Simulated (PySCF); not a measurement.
Below is a simulated gas-phase Cl 2p photoelectron spectrum of Ge(GeH3)Cl3 (`[Cl][Ge]([Cl])([Cl])[GeH3]`).

Every computed line was given a Gaussian of 0.8 eV full width at half maximum and an area set by the number of equivalent atoms (split 2:1 within a doublet); the highest printed point is 100. Method: PySCF 2.14.0, delta-SCF UKS SCAN, pcX-2 on the ionised atom, pcseg-1 elsewhere, spin-free X2C.

binding energy (eV), intensity and a bar:
```
    204.7          0 
    204.8          1 
    204.9          2 #
    205.0          5 #
    205.1         10 ###
    205.2         18 #####
    205.3         30 #########
    205.4         46 ##############
    205.5         63 ###################
    205.6         80 ########################
    205.7         94 ############################
    205.8        100 ##############################
    205.9         98 #############################
    206.0         88 ##########################
    206.1         73 ######################
    206.2         55 ################
    206.3         38 ###########
    206.4         24 #######
    206.5         15 ####
    206.6          9 ###
    206.7          7 ##
    206.8          8 ##
    206.9         12 ####
    207.0         19 ######
    207.1         27 ########
    207.2         36 ###########
    207.3         44 #############
    207.4         49 ###############
    207.5         50 ###############
    207.6         47 ##############
    207.7         41 ############
    207.8         32 ##########
    207.9         23 #######
    208.0         16 #####
    208.1         10 ###
    208.2          5 ##
    208.3          3 #
    208.4          1 
    208.5          1 
    208.6          0
```

Q: Count the maxima, the lines and the sites behind this envelope.

A: The curve has 2 maxima (at 205.8 and 207.5 eV). Under it lie 2 lines from 1 inequivalent chlorine site, drawn as a 2p3/2, 2p1/2 pair.

Q: Decompose the envelope and assign each component. Bonds: Ge1–Ge2, Ge1–Cl6, Ge1–Cl7, Ge1–Cl8. Hydrogens: H3, H4, H5 on Ge2.

A: 
| position (eV) | relative area | line | atoms | environment |
| --- | --- | --- | --- | --- |
| 205.83 | 2.00 | Cl 2p3/2 | Cl6/Cl7/Cl8 | chlorine bonded to Ge |
| 207.48 | 1.00 | Cl 2p1/2 | Cl6/Cl7/Cl8 | chlorine bonded to Ge |

Shake-up satellites, vibrational structure and lifetime widths aren't simulated. One atom of each set of topologically equivalent atoms was ionised and stands for the set; in this conformer not all members are related by symmetry, and their own values weren't computed. 2p3/2 and 2p1/2 are the ΔSCF energy of one spin-free 2p hole plus the eigenvalues of a spin–orbit and ligand-field matrix of the shell. 2p1/2 minus 2p3/2 (ligand field included): Cl 1.65 eV. Geometry: PBE0-D3(BJ)/def2-SVP; no solvent, vibrations or thermal averaging.
